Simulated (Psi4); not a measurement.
C4H5, doublet (typed; the unrestricted solution is spin-contaminated), at a GFN2-xTB geometry; LCCD/3-21G (Psi4).

Psi4 was given this input:
```
memory 2 GB

molecule {
0 2
C    -0.00416143    0.00641022    0.41862519
C    -0.00209261   -0.80382943   -0.82333579
C     0.01842575    0.69136568   -0.93155815
C    -0.01651474    0.03981632    1.67974132
H    -0.91334012   -1.32667342   -1.07822748
H     0.90024908   -1.35023006   -1.05983839
H     0.93730161    1.18394500   -1.21299360
H    -0.88145279    1.20756873   -1.23143505
H    -0.01669960    0.68281303    2.52165902
}

set {
  basis 3-21g
  reference uhf
}

energy('lccd')
print_variables()
```

**Question.** Predict the main parts of the log of this Psi4 run.

**Answer.** 
```
   => Loading Basis Set <=

    Name: 3-21G
    Role: ORBITAL
    Keyword: BASIS

         ---------------------------------------------------------
                                   SCF
               by Justin Turney, Rob Parrish, Andy Simmonett
                          and Daniel G. A. Smith
                              UHF Reference
         ---------------------------------------------------------

  ==> Geometry <==

    Molecular point group: c1
    Full point group: C1

    Geometry (in Angstrom), charge = 0, multiplicity = 2:

       Center              X                  Y                   Z               Mass
    ------------   -----------------  -----------------  -----------------  -----------------
         C           -0.003673973357     0.013844607140     0.380074229184    12.000000000000
         C           -0.001605153357    -0.796395042860    -0.861886750816    12.000000000000
         C            0.018913206643     0.698800067140    -0.970109110816    12.000000000000
         C           -0.016027283357     0.047250707140     1.641190359184    12.000000000000
         H           -0.912852663357    -1.319239032860    -1.116778440816     1.007825032230
         H            0.900736536643    -1.342795672860    -1.098389350816     1.007825032230
         H            0.937789066643     1.191379387140    -1.251544560816     1.007825032230
         H           -0.880965333357     1.215003117140    -1.269986010816     1.007825032230
         H           -0.016212143357     0.690247417140     2.483108059184     1.007825032230

  Running in c1 symmetry.

  Rotational constants: A =      0.71326  B =      0.24204  C =      0.19459 [cm^-1]
  Rotational constants: A =  21383.04916  B =   7256.17490  C =   5833.61007 [MHz]
  Nuclear repulsion =  102.732354516091931

  Charge       = 0
  Multiplicity = 2
  Electrons    = 29
  Nalpha       = 15
  Nbeta        = 14

  ==> Algorithm <==

  SCF Algorithm Type is PK.
  DIIS enabled.
  MOM disabled.
  Fractional occupation disabled.
  Guess Type is SAD.
  Energy threshold   = 1.00e-08
  Density threshold  = 1.00e-08
  Integral threshold = 1.00e-12

  ==> Primary Basis <==

  Basis Set: 3-21G
    Blend: 3-21G
    Number of shells: 30
    Number of basis functions: 46
    Number of Cartesian functions: 46
    Spherical Harmonics?: false
    Max angular momentum: 1

  ==> Integral Setup <==

  Using in-core PK algorithm.
   Calculation information:
      Number of atoms:                   9
      Number of AO shells:              30
      Number of primitives:             51
      Number of atomic orbitals:        46
      Number of basis functions:        46

      Integral cutoff                 1.00e-12
      Number of threads:                 1

  Performing in-core PK
  Using 1169642 doubles for integral storage.
  We computed 102409 shell quartets total.
  Whereas there are 108345 unique shell quartets.

  ==> DiskJK: Disk-Based J/K Matrices <==

    J tasked:                  Yes
    K tasked:                  Yes
    wK tasked:                  No
    Schwarz Cutoff:          1E-12

  Minimum eigenvalue in the overlap matrix is 4.7102969788E-03.
  Reciprocal condition number of the overlap matrix is 1.0095200557E-03.
    Using symmetric orthogonalization.

  ==> Pre-Iterations <==

  SCF Guess: Superposition of Atomic Densities via on-the-fly atomic UHF (no occupation information).

   -------------------------
    Irrep   Nso     Nmo
   -------------------------
     A         46      46
   -------------------------
    Total      46      46
   -------------------------

  ==> Iterations <==

                        Total Energy        Delta E     RMS |[F,P]|

   @UHF iter SAD:  -152.77042362218626   -1.52770e+02   0.00000e+00
   @UHF iter   1:  -153.31544427458158   -5.45021e-01   5.29772e-03 ADIIS/DIIS
   @UHF iter   2:  -153.36390778623777   -4.84635e-02   1.85049e-03 ADIIS/DIIS
   @UHF iter   3:  -153.37123726759239   -7.32948e-03   7.82564e-04 ADIIS/DIIS
   @UHF iter   4:  -153.37411264881038   -2.87538e-03   4.39345e-04 ADIIS/DIIS
   @UHF iter   5:  -153.37525496590837   -1.14232e-03   3.32955e-04 ADIIS/DIIS
   @UHF iter   6:  -153.37605586058297   -8.00895e-04   2.75359e-04 ADIIS/DIIS
   @UHF iter   7:  -153.37740887616786   -1.35302e-03   2.01857e-04 ADIIS/DIIS
   @UHF iter   8:  -153.37838648477418   -9.77609e-04   9.61895e-05 DIIS
   @UHF iter   9:  -153.37847533695165   -8.88522e-05   4.67158e-05 DIIS
   @UHF iter  10:  -153.37849276465056   -1.74277e-05   1.76161e-05 DIIS
   @UHF iter  11:  -153.37849508206443   -2.31741e-06   7.04540e-06 DIIS
   @UHF iter  12:  -153.37849541507831   -3.33014e-07   4.11197e-06 DIIS
   @UHF iter  13:  -153.37849568770176   -2.72623e-07   1.21824e-06 DIIS
   @UHF iter  14:  -153.37849570408071   -1.63789e-08   3.61448e-07 DIIS
   @UHF iter  15:  -153.37849570514140   -1.06070e-09   1.42601e-07 DIIS
   @UHF iter  16:  -153.37849570530108   -1.59673e-10   5.18317e-08 DIIS
   @UHF iter  17:  -153.37849570533078   -2.97007e-11   1.84260e-08 DIIS
   @UHF iter  18:  -153.37849570533228   -1.50635e-12   9.92890e-09 DIIS
  Energy and wave function converged.

  ==> Post-Iterations <==

   @Spin Contamination Metric:   1.860309144E-01
   @S^2 Expected:                7.500000000E-01
   @S^2 Observed:                9.360309144E-01
   @S   Expected:                5.000000000E-01
   @S   Observed:                5.000000000E-01

    Orbital Energies [Eh]
    ---------------------

    Alpha Occupied:

[...]
    Alpha Virtual:

[...]
      46A      2.346574

    Beta Occupied:

[...]
    Beta Virtual:

[...]
    Final Occupation by Irrep:
              A
    DOCC [    14 ]
    SOCC [     1 ]
    NA   [    15 ]
    NB   [    14 ]

  @UHF Final Energy:  -153.37849570533228

   => Energetics <=

    Nuclear Repulsion Energy =            102.7323545160919309
    One-Electron Energy =                -408.7287288362381332
    Two-Electron Energy =                 152.6178786148138897
[...]
    Total Energy =                       -153.3784957053322842
  DIE_IF_NOT_CONVERGED          => (empty)
[...]
  PARENT_SYMMETRY               => (empty)
  PCG_BETA_TYPE                 => (empty)
  PCG_CONVERGENCE               => (empty)
  PCG_MAXITER                   => (empty)
  PCM                           => (empty)
  PE                            => (empty)
  PRINT                         => (empty)
  PRINT_NOONS                   => (empty)
  PROPERTIES                    => (empty)
  PROPERTIES_ORIGIN             => (empty)
  PUREAM                        => (empty)
  QC_MODULE                     => (empty)
  RAS1                          => (empty)
  RAS2                          => (empty)
  RAS3                          => (empty)
  RAS4                          => (empty)
  RELATIVISTIC                  => (empty)
  RELAXED                       => (empty)
  REMP_A                        => (empty)
  RESTRICTED_DOCC               => (empty)
  RESTRICTED_UOCC               => (empty)
  RMS_MOGRAD_CONVERGENCE        => (empty)
  R_CONVERGENCE                 => (empty)
  SCF_TYPE                      => (empty)
  SCREENING                     => (empty)
  SCS_TYPE                      => (empty)
  SOCC                          => (empty)
  SOS_TYPE                      => (empty)
  SPIN_SCALE_TYPE               => NONE            !
  SS_SCALE                      => (empty)
  SYMMETRIZE                    => (empty)
  TPDM_ABCD_TYPE                => (empty)
  WFN                           => (empty)
  WFN_TYPE                      => OCEPA           !
  WRITER_FILE_LABEL             => (empty)
  ZORA_BASIS_TOLERANCE          => (empty)
  ZORA_NR_DEBUG                 => (empty)
  ZORA_PRUNING_SCHEME           => (empty)
  ZORA_RADIAL_POINTS            => (empty)
  ZORA_SPHERICAL_POINTS         => (empty)

 ==============================================================================
 ==============================================================================
 ==============================================================================

                             LCCD [CEPA(0)]
                    Program Written by Ugur Bozkaya,
              Additional Contributions by J. P. Misiewicz

 ==============================================================================
 ==============================================================================
 ==============================================================================

	MO spaces per irreps...

	IRREP   FC   AOCC  BOCC  AVIR    BVIR  FV
	==========================================
	   A     0    15    14    31     32     0
	==========================================

	Computing MP2 energy using SCF MOs (Canonical MP2)...
	==============================================================================
	Nuclear Repulsion Energy (a.u.)    :   102.73235451609193
	SCF Energy (a.u.)                  :  -153.37849570533228
	REF Energy (a.u.)                  :  -153.37849570533228
	Alpha-Alpha Contribution (a.u.)    :    -0.04096190820741
	Alpha-Beta Contribution (a.u.)     :    -0.25169523166001
	Beta-Beta Contribution (a.u.)      :    -0.03618765258666
	Scaled_SS Correlation Energy (a.u.):    -0.02571652026469
	Scaled_OS Correlation Energy (a.u.):    -0.30203427799201
	SCS-MP2 Total Energy (a.u.)        :  -153.70624650358900
	SOS-MP2 Total Energy (a.u.)        :  -153.70569950649030
	SCSN-MP2 Total Energy (a.u.)       :  -153.51427893232986
	SCS-MP2-VDW Total Energy (a.u.)    :  -153.73924038225411
	SOS-PI-MP2 Total Energy (a.u.)     :  -153.73086902965630
	MP2 Correlation Energy (a.u.)      :    -0.32884479245408
	MP2 Total Energy (a.u.)            :  -153.70734049778636
	==============================================================================

 ==============================================================================
 ================ Performing LCCD iterations... ===============================
 ==============================================================================

  Iter    E_corr           E_total            DE           T2 RMS
  ----   -------------    ---------------    ----------   ----------
   1     -0.3551277348    -153.7336234401     -2.63e-02     3.04e-07
   2     -0.3656221925    -153.7441178978     -1.05e-02     1.45e-07
   3     -0.3717275357    -153.7502232410     -6.11e-03     5.93e-08
   4     -0.3735602717    -153.7520559770     -1.83e-03     3.36e-08
   5     -0.3739042515    -153.7523999568     -3.44e-04     2.11e-08
   6     -0.3741501999    -153.7526459053     -2.46e-04     1.06e-08
   7     -0.3742746352    -153.7527703405     -1.24e-04     4.39e-09
   8     -0.3743055701    -153.7528012754     -3.09e-05     1.43e-09
   9     -0.3743133381    -153.7528090434     -7.77e-06     5.18e-10
  10     -0.3743133550    -153.7528090603     -1.69e-08     1.83e-10

 ==============================================================================
 ======================== LCCD ITERATIONS ARE CONVERGED =======================
 ==============================================================================

	==============================================================================
	================ LCCD [CEPA(0)] FINAL RESULTS ================================
	==============================================================================
	Nuclear Repulsion Energy (a.u.)    :   102.73235451609193
	SCF Energy (a.u.)                  :  -153.37849570533228
	REF Energy (a.u.)                  :  -153.37849570533228
	Alpha-Alpha Contribution (a.u.)    :    -0.03669401342852
	Alpha-Beta Contribution (a.u.)     :    -0.30624875861574
	Beta-Beta Contribution (a.u.)      :    -0.03137058292654
	LCCD Correlation Energy (a.u.)     :    -0.37431335497081
	LCCD Total Energy (a.u.)           :  -153.75280906030309
	==============================================================================

  Variable Map:
  ----------------------------------------------------------------------------
[...]
  Array Variable Map:
  ----------------------------------------------------------------------------
[...]
[...]
```
